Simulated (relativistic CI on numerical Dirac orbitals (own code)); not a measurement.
Sensitivity of the levels of Te22+ to α and to the nuclear radius

Calculated at this level of theory: Dirac-Coulomb-Breit CI, KLI orbitals optimised for each configuration, derivatives by finite differences, unscaled Slater integrals, QED left out (own radial code, finite nucleus).

Configuration list (outside the closed core [Ar] 3d10): 4s², 4s4p, 4p², 4s4d, 4d², 4s4f, 4p4d, 4f². Levels of other configurations are missing.

With x = (α/α₀)² − 1 an excitation energy changes as ω = ω₀ + qx; K = 2q/ω₀ is the relative enhancement. Terms are leading LS components, so labels can repeat. The field-shift factor is F = δν/δ⟨r²⟩ for the transition from the lowest level.

Lowest level 4s² ¹S0.

```csv
Level,ω₀ (cm⁻¹),q (cm⁻¹),K,F (GHz/fm²)
4s4p ³P°0,341390,24680,0.145,-156
4s4p ³P°1,363013,37300,0.206,-157
4s4p ³P°2,456614,150500,0.659,-160
4s4p ¹P°1,553376,141500,0.512,-162
4p² ³P0,795822,61580,0.155,-317
4p² ³P1,886414,179400,0.405,-321
4p² ¹D2,890591,178700,0.401,-312
4p² ³P2,998726,296400,0.594,-315
4p² ¹S0,1066687,297200,0.557,-322
4s4d ³D1,1134942,161000,0.284,-158
4s4d ³D2,1142716,168100,0.294,-159
4s4d ³D3,1156937,183100,0.317,-158
4s4d ¹D2,1237540,186200,0.301,-178
```

At this charge energies of transitions that change n are usually good to better than 1 %, and those within a shell (Δn = 0) to a few per cent.
